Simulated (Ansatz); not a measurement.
Harmonic vibrations of SiICl₃ by finite differences.

```yaml
crystal:
  periodic: [false, false, false]
  atoms:
    - {symbol: Si, position_ang: [-0.000351, 0.000511, -0.064423]}
    - {symbol: I, position_ang: [0.012373, -0.018978, 2.374926]}
    - {symbol: Cl, position_ang: [1.929309, 0.010757, -0.780122]}
    - {symbol: Cl, position_ang: [-0.974574, 1.678113, -0.751801]}
    - {symbol: Cl, position_ang: [-0.966758, -1.670403, -0.778580]}
basis:
  gaussian: {orbitals: def2-SVP}
hamiltonian: {xc: pbe, dispersion: d4}
scf: {omitted_lower_state_checks: [starts]}
phonons: {temperatures: {t_min: 298.15, t_max: 900, t_step: 200}}
```

```sh
$ ansatz run in.yaml --threads 2 --pin off --events-out ev --progress --plain --max-ram 22528MiB --backend cpu
```

Output, abridged:

```
Functional definition: PBE
  name "PBE"
  cite "Perdew, Burke & Ernzerhof, Phys. Rev. Lett. 77, 3865 (1996) doi:10.1103/PhysRevLett.77.3865"
  parent pbe
  parameter kappa = 0.804
  parameter beta = 0.06672455060314922
  exchange = pbe_x(kappa = kappa, mu = beta*pi^2/3)
  correlation = pbe_c(beta = beta)
these checks for a lower state are left out or cut short: starts
mean field -53517.49657894 eV, -1966.7317238142 hartree, gradient 1.0e-5 eV, S^2 0.000000; 0 other end points of the search recorded, 0 dependent functions left out
the calculation of the forces begins
these checks for a lower state are left out or cut short: stability, starts, cluster_reference, orbital_swaps, neighbouring_geometries, increment
mean field -53517.49649942 eV, -1966.7317208916 hartree, gradient 2.0e-6 eV, S^2 0.000000; 0 other end points of the search recorded, 0 dependent functions left out
the calculation of the forces begins
these checks for a lower state are left out or cut short: stability, starts, cluster_reference, orbital_swaps, neighbouring_geometries, increment
mean field -53517.49649979 eV, -1966.7317209053 hartree, gradient 2.2e-6 eV, S^2 0.000000; 0 other end points of the search recorded, 0 dependent functions left out
the calculation of the forces begins
these checks for a lower state are left out or cut short: stability, starts, cluster_reference, orbital_swaps, neighbouring_geometries, increment
mean field -53517.49649992 eV, -1966.7317209100 hartree, gradient 2.1e-6 eV, S^2 0.000000; 0 other end points of the search recorded, 0 dependent functions left out
the calculation of the forces begins
these checks for a lower state are left out or cut short: stability, starts, cluster_reference, orbital_swaps, neighbouring_geometries, increment
mean field -53517.49649928 eV, -1966.7317208864 hartree, gradient 2.2e-6 eV, S^2 0.000000; 0 other end points of the search recorded, 0 dependent functions left out
the calculation of the forces begins
these checks for a lower state are left out or cut short: stability, starts, cluster_reference, orbital_swaps, neighbouring_geometries, increment
mean field -53517.49651475 eV, -1966.7317214552 hartree, gradient 1.8e-6 eV, S^2 0.000000; 0 other end points of the search recorded, 0 dependent functions left out
the calculation of the forces begins
these checks for a lower state are left out or cut short: stability, starts, cluster_reference, orbital_swaps, neighbouring_geometries, increment
mean field -53517.49651826 eV, -1966.7317215841 hartree, gradient 1.8e-6 eV, S^2 0.000000; 0 other end points of the search recorded, 0 dependent functions left out
the calculation of the forces begins
these checks for a lower state are left out or cut short: stability, starts, cluster_reference, orbital_swaps, neighbouring_geometries, increment
mean field -53517.49657656 eV, -1966.7317237265 hartree, gradient 2.1e-6 eV, S^2 0.000000; 0 other end points of the search recorded, 0 dependent functions left out
the calculation of the forces begins
these checks for a lower state are left out or cut short: stability, starts, cluster_reference, orbital_swaps, neighbouring_geometries, increment
mean field -53517.49657537 eV, -1966.7317236828 hartree, gradient 2.1e-6 eV, S^2 0.000000; 0 other end points of the search recorded, 0 dependent functions left out
the calculation of the forces begins
these checks for a lower state are left out or cut short: stability, starts, cluster_reference, orbital_swaps, neighbouring_geometries, increment
mean field -53517.49657508 eV, -1966.7317236722 hartree, gradient 2.1e-6 eV, S^2 0.000000; 0 other end points of the search recorded, 0 dependent functions left out
the calculation of the forces begins
these checks for a lower state are left out or cut short: stability, starts, cluster_reference, orbital_swaps, neighbouring_geometries, increment
mean field -53517.49657685 eV, -1966.7317237370 hartree, gradient 2.1e-6 eV, S^2 0.000000; 0 other end points of the search recorded, 0 dependent functions left out
[...]
the calculation of the forces begins
these checks for a lower state are left out or cut short: stability, starts, cluster_reference, orbital_swaps, neighbouring_geometries, increment
mean field -53517.49653245 eV, -1966.7317221055 hartree, gradient 2.6e-6 eV, S^2 0.000000; 0 other end points of the search recorded, 0 dependent functions left out
the calculation of the forces begins
these checks for a lower state are left out or cut short: stability, starts, cluster_reference, orbital_swaps, neighbouring_geometries, increment
mean field -53517.49660474 eV, -1966.7317247622 hartree, gradient 3.0e-6 eV, S^2 0.000000; 0 other end points of the search recorded, 0 dependent functions left out
the calculation of the forces begins
these checks for a lower state are left out or cut short: stability, starts, cluster_reference, orbital_swaps, neighbouring_geometries, increment
mean field -53517.49652498 eV, -1966.7317218309 hartree, gradient 2.8e-6 eV, S^2 0.000000; 0 other end points of the search recorded, 0 dependent functions left out
the calculation of the forces begins
these checks for a lower state are left out or cut short: stability, starts, cluster_reference, orbital_swaps, neighbouring_geometries, increment
mean field -53517.49660016 eV, -1966.7317245940 hartree, gradient 1.1e-6 eV, S^2 0.000000; 0 other end points of the search recorded, 0 dependent functions left out
the calculation of the forces begins
these checks for a lower state are left out or cut short: stability, starts, cluster_reference, orbital_swaps, neighbouring_geometries, increment
mean field -53517.49647451 eV, -1966.7317199764 hartree, gradient 1.2e-6 eV, S^2 0.000000; 0 other end points of the search recorded, 0 dependent functions left out
the calculation of the forces begins
these checks for a lower state are left out or cut short: stability, starts, cluster_reference, orbital_swaps, neighbouring_geometries, increment
mean field -53517.49660443 eV, -1966.7317247508 hartree, gradient 1.5e-6 eV, S^2 0.000000; 0 other end points of the search recorded, 0 dependent functions left out
the calculation of the forces begins
these checks for a lower state are left out or cut short: stability, starts, cluster_reference, orbital_swaps, neighbouring_geometries, increment
mean field -53517.49653079 eV, -1966.7317220445 hartree, gradient 2.6e-6 eV, S^2 0.000000; 0 other end points of the search recorded, 0 dependent functions left out
the calculation of the forces begins
these checks for a lower state are left out or cut short: stability, starts, cluster_reference, orbital_swaps, neighbouring_geometries, increment
mean field -53517.49660548 eV, -1966.7317247892 hartree, gradient 9.5e-7 eV, S^2 0.000000; 0 other end points of the search recorded, 0 dependent functions left out
the calculation of the forces begins
Total energy: -53517.79631850 eV, -1966.7427390397 hartree
Atom 0 at    -0.000351     0.000511    -0.064423 Å, force    -0.000009     0.000129    -0.000689 eV/Å
Atom 1 at     0.012373    -0.018978     2.374926 Å, force     0.000011    -0.000006     0.001483 eV/Å
Atom 2 at     1.929309     0.010757    -0.780122 Å, force     0.000442    -0.000022    -0.000264 eV/Å
Atom 3 at    -0.974574     1.678113    -0.751801 Å, force    -0.000207     0.000320    -0.000230 eV/Å
Atom 4 at    -0.966758    -1.670403    -0.778580 Å, force    -0.000237    -0.000421    -0.000300 eV/Å
Dipole moment:     0.000456    -0.000724     0.089503 e Å
Vibrations: 111.57 111.59 157.19 184.62 184.63 318.93 512.85 601.85 601.90 cm⁻¹, zero-point energy 0.172656 eV
Checks for a lower state left out: starts
```

Hardware: 2 threads of AMD EPYC 7R13 on a shared host. Wall time 25 s.

In the def2 sets I takes a core potential; there is no spin–orbit coupling.
